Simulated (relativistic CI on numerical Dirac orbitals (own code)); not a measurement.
Electric-dipole lines of Cs³³⁺

These numbers are calculated, not measured: Dirac-Coulomb-Breit CI, orbitals from a KLI potential per configuration, model QED, unscaled Slater integrals (own radial code, finite nucleus).

CI space (outside the closed core [Ne]): 3s²3p⁶3d⁴, 3s²3p⁵3d⁵, 3s3p⁶3d⁵, 3s²3p⁶3d³4s, 3s²3p⁶3d³4p, 3s²3p⁶3d³4d, 3s²3p⁵3d⁴4s, 3s²3p⁶3d³4f, 3s3p⁶3d⁴4s, 3p⁶3d⁵4p, 3s²3p⁶3d³5s, 3p⁶3d⁶, 3p⁵3d⁷, 3p⁵3d⁶4s, 3p⁶3d⁵4s, 3p⁵3d⁵4s², 3s²3p⁶3d²4s², 3s²3p⁶3d4s²4p, 3s²3p⁶3d4s²4d. Double excitations out of closed p, d and f shells are left out; levels of such configurations are missing from the list, as are those of other unlisted configurations, and high levels can miss mixing partners.

| λ vac (Å) | Lower | Upper | A (s⁻¹) | gf | Branching (%) |
| --- | --- | --- | --- | --- | --- |
| 39.207 | 3s²3p⁶3d⁴ ³F4 [4] | 3s²3p⁵3d⁵ ³G°3 [191] | 6.89e+11 | 1.11e+00 | 43.8 |
| 40.368 | 3s²3p⁶3d⁴ ³F4 [4] | 3s²3p⁵3d⁵ ³D°3 [176] | 4.94e+11 | 8.45e-01 | 33.5 |
| 41.113 | 3s²3p⁶3d⁴ ⁵D2 [3] | 3s²3p⁵3d⁵ ⁵P°2 [174] | 4.84e+11 | 6.13e-01 | 31.4 |
| 41.552 | 3s²3p⁶3d⁴ ⁵D3 [5] | 3s²3p⁵3d⁵ ⁵P°2 [174] | 5.59e+11 | 7.24e-01 | 36.3 |
| 41.676 | 3s²3p⁶3d⁴ ³H5 [10] | 3s²3p⁵3d⁵ ³F°4 [185] | 3.64e+11 | 8.53e-01 | 49.7 |
| 41.806 | 3s²3p⁶3d⁴ ³G4 [13] | 3s²3p⁵3d⁵ ¹G°4 [193] | 5.46e+11 | 1.29e+00 | 66.9 |
| 41.821 | 3s²3p⁶3d⁴ ³H6 [12] | 3s²3p⁵3d⁵ ³K°6 [187] | 5.58e+11 | 1.90e+00 | 74.2 |
| 41.849 | 3s²3p⁶3d⁴ ³H4 [7] | 3s²3p⁵3d⁵ ³D°3 [176] | 3.72e+11 | 6.83e-01 | 25.2 |
| 42.590 | 3s²3p⁶3d⁴ ³H6 [12] | 3s²3p⁵3d⁵ ³H°6 [180] | 3.18e+11 | 1.13e+00 | 71.6 |
| 42.640 | 3s²3p⁶3d⁴ ³H5 [10] | 3s²3p⁵3d⁵ ³H°5 [175] | 3.12e+11 | 9.37e-01 | 52.4 |
| 47.939 | 3s²3p⁶3d⁴ ⁵D2 [3] | 3s²3p⁵3d⁵ ⁵P°1 [116] | 4.79e+11 | 4.95e-01 | 44.2 |
| 49.728 | 3s²3p⁶3d⁴ ¹I6 [21] | 3s²3p⁵3d⁵ ³G°5 [159] | 3.41e+11 | 1.39e+00 | 65.4 |
| 49.868 | 3s²3p⁶3d⁴ ³H4 [7] | 3s²3p⁵3d⁵ ³H°4 [122] | 2.91e+11 | 9.77e-01 | 55.7 |
| 50.208 | 3s²3p⁶3d⁴ ³F4 [4] | 3s²3p⁵3d⁵ ³F°4 [97] | 2.79e+11 | 9.49e-01 | 84.4 |
| 50.292 | 3s²3p⁶3d⁴ ³H6 [12] | 3s²3p⁵3d⁵ ³G°5 [130] | 2.37e+11 | 9.89e-01 | 58.0 |
| 50.718 | 3s²3p⁶3d⁴ ³P0 [1] | 3s²3p⁵3d⁵ ³D°1 [58] | 3.87e+11 | 4.48e-01 | 92.6 |
| 50.727 | 3s²3p⁶3d⁴ ⁵D3 [5] | 3s²3p⁵3d⁵ ⁵D°2 [96] | 3.23e+11 | 6.22e-01 | 65.1 |
| 51.190 | 3s²3p⁶3d⁴ ³H5 [10] | 3s²3p⁵3d⁵ ³G°5 [119] | 2.82e+11 | 1.22e+00 | 66.0 |
| 51.931 | 3s²3p⁶3d⁴ ⁵D3 [5] | 3s²3p⁵3d⁵ ³G°4 [86] | 1.83e+11 | 6.67e-01 | 81.6 |
| 52.099 | 3s²3p⁶3d⁴ ³H6 [12] | 3s²3p⁵3d⁵ ³H°6 [115] | 2.93e+11 | 1.55e+00 | 82.1 |

Terms are leading LS components. Brackets give the number of a level in order of energy, since labels repeat. The list gives strong lines, with weight on those to low levels, without lines whose two gauges differ by over a factor of 2.5, among the lowest 200 of 2413 levels, so that lines to higher ones, which can be the strongest, are missing. Levels whose partners in the same complex of configurations lie outside the list can be far off, and so can their lines. Rates are taken at the computed energies, electric ones in the length gauge.

At this charge energies of transitions that change n are usually good to better than 1 %, and those within a shell (Δn = 0) to a few per cent. Terms inside the open d or f shell come out 10 to 20 % too wide with unscaled integrals.

LS names give the leading component of a level, which can be under half, so a name can repeat, a term be missing and a line seem to break the LS rules.
